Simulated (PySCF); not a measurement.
H$_{4}$B, charge -1, singlet, geometry from GFN2-xTB (in this run its highest filled SCF level lies above zero, so its values depend strongly on the basis, on diffuse functions most of all), with bond 4-1 at 1.3 times its length; R2SCAN/STO-3G (PySCF).

Input for PySCF:
```python
from pyscf import gto, scf, dft

mol = gto.M(
    atom='''
B     0.00000000    0.00000000    0.00000000
H    -0.78935573   -0.82329958   -0.45703408
H     0.16226976   -0.21027872    1.19968171
H    -0.58543333    1.47154519   -0.20822799
H     1.07741931   -0.09837954   -0.58247225
''',
    basis='sto-3g',
    charge=-1,
    verbose=4,
)

mf = dft.RKS(mol)
mf.xc = 'r2scan'
mf.kernel()
```

Output, abridged:

```
PySCF version 2.14.0

[INPUT] verbose = 4
[INPUT] num. atoms = 5
[INPUT] num. electrons = 10
[INPUT] charge = -1
[INPUT] spin (= nelec alpha-beta = 2S) = 0
[INPUT] symmetry False subgroup None
[INPUT] Mole.unit = angstrom
[INPUT] Symbol           X                Y                Z      unit          X                Y                Z       unit  Magmom
[INPUT]  1 B      0.000000000000   0.000000000000   0.000000000000 AA    0.000000000000   0.000000000000   0.000000000000 Bohr   0.0
[INPUT]  2 H     -0.789355730000  -0.823299580000  -0.457034080000 AA   -1.491666144556  -1.555810724669  -0.863669240793 Bohr   0.0
[INPUT]  3 H      0.162269760000  -0.210278720000   1.199681710000 AA    0.306645404699  -0.397369190624   2.267069868550 Bohr   0.0
[INPUT]  4 H     -0.585433330000   1.471545190000  -0.208227990000 AA   -1.106308657892   2.780817389021  -0.393493872569 Bohr   0.0
[INPUT]  5 H      1.077419310000  -0.098379540000  -0.582472250000 AA    2.036027417218  -0.185910386861  -1.100713027659 Bohr   0.0

nuclear repulsion = 9.59272672051329
number of shells = 7
number of NR pGTOs = 27
number of NR cGTOs = 9
basis = sto-3g
ecp = {}

******** <class 'pyscf.dft.rks.RKS'> ********
method = RKS
initial guess = minao
damping factor = 0
level_shift factor = 0
DIIS = <class 'pyscf.scf.diis.CDIIS'>
diis_start_cycle = 1
diis_space = 8
diis_damp = 0
SCF conv_tol = 1e-09
SCF conv_tol_grad = None
SCF max_cycles = 50
direct_scf = True
direct_scf_tol = 1e-13
XC library pyscf.dft.libxc version 7.1.2
    S. Lehtola, C. Steigemann, M. J. T. Oliveira, and M. A. L. Marques,  SoftwareX 7, 1–5 (2018)
XC functionals = r2scan
    J. W. Furness, A. D. Kaplan, J. Ning, J. P. Perdew, and J. Sun,  J. Phys. Chem. Lett. 11, 8208–8215 (2020)
    J. W. Furness, A. D. Kaplan, J. Ning, J. P. Perdew, and J. Sun,  J. Phys. Chem. Lett. 11, 9248–9248 (2020)
    J. W. Furness, A. D. Kaplan, J. Ning, J. P. Perdew, and J. Sun,  J. Phys. Chem. Lett. 11, 8208–8215 (2020)
    J. W. Furness, A. D. Kaplan, J. Ning, J. P. Perdew, and J. Sun,  J. Phys. Chem. Lett. 11, 9248–9248 (2020)
radial grids:
    Treutler-Ahlrichs [JCP 102, 346 (1995); DOI:10.1063/1.469408] (M4) radial grids

becke partition: Becke, JCP 88, 2547 (1988); DOI:10.1063/1.454033
pruning grids: <function nwchem_prune>
grids dens level: 3
symmetrized grids: False
atomic radii adjust function: <function treutler_atomic_radii_adjust>
small_rho_cutoff = 0
Set gradient conv threshold to 3.16228e-05
Initial guess from minao.
tot grids = 53280
init E= -26.443180598635
  HOMO = -0.260809774425673  LUMO = 0.163376602541708  gap/eV = 11.54270
cycle= 1 E= -26.7432825160223  delta_E= -0.3  |g|= 0.188  |ddm|= 2.11
  HOMO = 0.141676935898695  LUMO = 0.603122984753292  gap/eV = 12.55659
cycle= 2 E= -26.7420943681837  delta_E= 0.00119  |g|= 0.188  |ddm|= 0.542
  HOMO = 0.138065864582929  LUMO = 0.57745024421148  gap/eV = 11.95626
cycle= 3 E= -26.7564798421084  delta_E= -0.0144  |g|= 0.00845  |ddm|= 0.292
  HOMO = 0.134523529758346  LUMO = 0.574454213123071  gap/eV = 11.97112
cycle= 4 E= -26.7565219732359  delta_E= -4.21e-05  |g|= 0.0014  |ddm|= 0.0208
  HOMO = 0.134952857440531  LUMO = 0.574731352924385  gap/eV = 11.96698
cycle= 5 E= -26.756523183473  delta_E= -1.21e-06  |g|= 1.46e-05  |ddm|= 0.00302
  HOMO = 0.134942804075313  LUMO = 0.574719953901025  gap/eV = 11.96695
cycle= 6 E= -26.7565231836026  delta_E= -1.3e-10  |g|= 6.62e-07  |ddm|= 2.92e-05
  HOMO = 0.134942308059678  LUMO = 0.574719363627643  gap/eV = 11.96694
Extra cycle  E= -26.7565231836027  delta_E= -7.82e-14  |g|= 5.45e-07  |ddm|= 2.33e-06
converged SCF energy = -26.7565231836027
```
